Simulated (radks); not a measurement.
Values are calculated unless marked as measured or tabulated.
Species: the bromine ion Br+. Configuration: [Ar] 3d10 4s2 4p4.

Level of theory: Dirac Kohn-Sham, PBE, spin-unpolarised, spherical densities, point nucleus; open shells fill j = l - 1/2 first (a radial shooting solver on a logarithmic mesh with Libxc functionals).

Energy parts (hartree):
total: -2606.14345
kinetic: 2672.48132
electron-nucleus: -6281.28619
Hartree: 1094.53715
exchange-correlation: -91.87574

Orbitals (lengths in bohr, moments of r in powers of bohr):
| orbital | occ. | eigenvalue (hartree) | <1/r> | small-component weight |
|---|---|---|---|---|
| 1s1/2 | 2 | -489.6742 | 35.66 | 1.61e-02 |
| 2s1/2 | 2 | -64.06970 | 7.956 | 3.18e-03 |
| 2p1/2 | 2 | -57.73524 | 7.922 | 3.18e-03 |
| 2p3/2 | 4 | -55.98948 | 7.662 | 3.10e-03 |
| 3s1/2 | 2 | -9.15347 | 2.606 | 7.66e-04 |
| 3p1/2 | 2 | -6.95113 | 2.488 | 7.15e-04 |
| 3p3/2 | 4 | -6.69992 | 2.426 | 6.95e-04 |
| 3d3/2 | 4 | -2.88211 | 2.163 | 5.74e-04 |
| 3d5/2 | 6 | -2.84220 | 2.147 | 5.68e-04 |
| 4s1/2 | 2 | -1.11441 | 0.8133 | 1.18e-04 |
| 4p1/2 | 2 | -0.65420 | 0.6786 | 8.50e-05 |
| 4p3/2 | 2 | -0.63331 | 0.6642 | 8.22e-05 |

The highest occupied level is 4p3/2 at -17.233 eV. For comparison, the ionisation energy in NIST's Atomic Spectra Database is 21.591 eV (measured). In exact Kohn-Sham theory the highest level is minus the ionisation energy, but local and semilocal functionals leave it too shallow, through self-interaction and a potential that decays too fast; potentials with the right tail come closer.

Beside tabulated values, note that spin-unpolarised runs miss the spin-polarisation part of the exchange energy of open shells.
